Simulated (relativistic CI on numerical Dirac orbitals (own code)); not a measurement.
Method of calculation: Dirac-Coulomb-Breit CI, KLI orbitals optimised for each configuration, model QED, unscaled Slater integrals (own radial code, finite nucleus).

The strongest absorption lines from the ground level of an ion, among the configurations computed and to levels below about 568 eV (vacuum wavelength in Å, gf): 21.826 (0.27), 21.883 (0.28), 21.961 (1.6), 22.119 (0.57), 22.135 (0.41), 29.102 (0.42), 29.405 (0.29), 61.158 (1.2).

Which ion is it?
A. Rh18+
B. Ag20+
C. Ag22+
D. Ag18+

B. Ag20+ has 27 electrons and the ground level 3s2 3p6 3d9 2D_5/2; the strongest line goes to 3s2 3p6 3d8 4f 2F°_7/2. The pattern of lines fixes the number of electrons, and along that sequence the line energies rise steadily with the charge (about as its square where n changes within one kind of shell, about linearly where n is kept but much faster in heavy ions where fine structure, which grows about as Z⁴, sets the gap, and irregularly where shells cross), which fixes Z. Configurations outside the model, such as inner-shell arrays, can give stronger lines. At this charge energies of transitions that change n are usually good to better than 1 %, and those within a shell (Δn = 0) to a few per cent.

LS names give the leading component of a level, which can be under half, so a name can repeat, a term be missing and a line seem to break the LS rules.
